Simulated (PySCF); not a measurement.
Calculation: PBE0-D3(BJ)/def2-TZVP (PySCF 2.14.0). All species are isolated molecules in the gas phase. Delta-SCF ions had no search for a lower state. Excitations are Tamm–Dancoff values on a coarser integration grid. The basis has no diffuse functions, so Rydberg states are missing or too high.

Reference species (SMILES): `B1C=C1` (neutral, multiplicity 1).

| Item | Result |
|---|---|
| HOMO–LUMO gap | 7.76 eV |
| vertical ionisation energy (Delta-SCF) | 10.62 eV |
| S1 excitation (TDA) | 5.83 eV |

Changed species: `C#CB`.

Predict the effect on the HOMO–LUMO gap, vertical ionisation energy (Delta-SCF) and S1 excitation (TDA).

the HOMO–LUMO gap drops by 2.07 eV, to 5.69 eV; the vertical ionisation energy (Delta-SCF) falls by 0.15 eV, to 10.47 eV; the S1 excitation (TDA) falls by 1.97 eV, to 3.86 eV.
